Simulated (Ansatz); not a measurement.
BH$_{4}$NSSiZn, SMILES `B[N]1[SiH2][S][Zn]1` at its PBE0-D4/def2-TZVP geometry, where that method's forces vanish. Charge 0, multiplicity 1.

```json
{"atom": "B1", "x (Å)": "-1.311", "y (Å)": "0.352", "z (Å)": "1.057"}
{"atom": "N2", "x (Å)": "-0.255", "y (Å)": "0.533", "z (Å)": "0.168"}
{"atom": "Si3", "x (Å)": "0.765", "y (Å)": "-0.699", "z (Å)": "-0.576"}
{"atom": "S4", "x (Å)": "2.103", "y (Å)": "0.510", "z (Å)": "-1.784"}
{"atom": "Zn5", "x (Å)": "0.718", "y (Å)": "1.873", "z (Å)": "-0.748"}
{"atom": "H6", "x (Å)": "-1.621", "y (Å)": "-0.761", "z (Å)": "1.404"}
{"atom": "H7", "x (Å)": "-1.924", "y (Å)": "1.293", "z (Å)": "1.486"}
{"atom": "H8", "x (Å)": "1.536", "y (Å)": "-1.473", "z (Å)": "0.429"}
{"atom": "H9", "x (Å)": "-0.010", "y (Å)": "-1.628", "z (Å)": "-1.436"}
```

Question: For each bond, give half the difference of the two atoms' forces along it (eV/Å; positive pushes the atoms apart) under PBE-D4, r2SCAN-D4, B3LYP-D4, ωB97M-V in def2-TZVPP. (Estimate.)

Answer: Computed: 
```json
{"bond": "B1–N2", "length (Å)": "1.392", "PBE-D4": "-0.10", "r2SCAN-D4": "0.04", "B3LYP-D4": "-0.02", "ωB97M-V": "0.24"}
{"bond": "B1–H6", "length (Å)": "1.206", "PBE-D4": "0.05", "r2SCAN-D4": "-0.02", "B3LYP-D4": "-0.08", "ωB97M-V": "-0.14"}
{"bond": "B1–H7", "length (Å)": "1.203", "PBE-D4": "-0.02", "r2SCAN-D4": "-0.07", "B3LYP-D4": "-0.12", "ωB97M-V": "-0.13"}
{"bond": "N2–Si3", "length (Å)": "1.764", "PBE-D4": "0.29", "r2SCAN-D4": "0.08", "B3LYP-D4": "0.13", "ωB97M-V": "0.03"}
{"bond": "N2–Zn5", "length (Å)": "1.893", "PBE-D4": "0.24", "r2SCAN-D4": "-0.01", "B3LYP-D4": "0.24", "ωB97M-V": "-0.11"}
{"bond": "Si3–S4", "length (Å)": "2.170", "PBE-D4": "0.08", "r2SCAN-D4": "-0.01", "B3LYP-D4": "0.23", "ωB97M-V": "0.11"}
{"bond": "Si3–H8", "length (Å)": "1.485", "PBE-D4": "0.04", "r2SCAN-D4": "-0.02", "B3LYP-D4": "-0.16", "ωB97M-V": "-0.17"}
{"bond": "Si3–H9", "length (Å)": "1.485", "PBE-D4": "0.04", "r2SCAN-D4": "-0.02", "B3LYP-D4": "-0.16", "ωB97M-V": "-0.17"}
{"bond": "S4–Zn5", "length (Å)": "2.202", "PBE-D4": "0.21", "r2SCAN-D4": "-0.04", "B3LYP-D4": "0.26", "ωB97M-V": "-0.06"}
```

B3LYP here is the variant with VWN-RPA as its local correlation; programs differ in this.
